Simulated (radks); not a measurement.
Valence configurations of neutral antimony (all share [Kr]). Calculated with a radial shooting solver on a logarithmic mesh with Libxc functionals: Dirac Kohn-Sham, PBEsol, spin-unpolarised, spherical densities, finite nucleus; open shells fill j = l - 1/2 first; Fermi nuclear charge, rms radius 4.6802 fm. Energies are relative to 4d10 5s2 5p3; eigenvalues in eV.

valence           E (eV)  e(4d3/2)  e(4d5/2)  e(5p1/2)  e(5p3/2)  e(5s1/2)
4d10 5s2 5p3       0.000   -33.904   -32.658    -5.137    -4.527   -12.694
4d10 5s1.5 5p3.5   4.115   -34.661   -33.413    -5.473    -4.841   -13.134
4d10 5s1 5p4       8.292   -35.394   -34.144    -5.793    -5.141   -13.554
4d10 5p5          16.820   -36.803   -35.548    -6.396    -5.705         -
4d9.5 5s1.5 5p4   19.012   -37.662   -36.385    -6.065    -5.367   -14.087
4d9 5s2 5p4       30.595   -39.964   -38.659    -6.342    -5.597   -14.620
4d9.5 5p5.5       32.341   -39.729   -38.444    -6.955    -6.199         -
4d9 5s1 5p5       39.727   -41.344   -40.034    -6.945    -6.161   -15.399
4d8.5 5s2 5p4.5   47.743   -42.988   -41.652    -6.929    -6.118   -15.546
4d8 5s2 5p5       66.130   -46.011   -44.645    -7.509    -6.631   -16.453

NIST lists [Kr] 4d10 5s2 5p3 as the ground configuration; this level of theory agrees among the configurations tried. The energies are those of spherical spin-averaged densities, not of single terms.
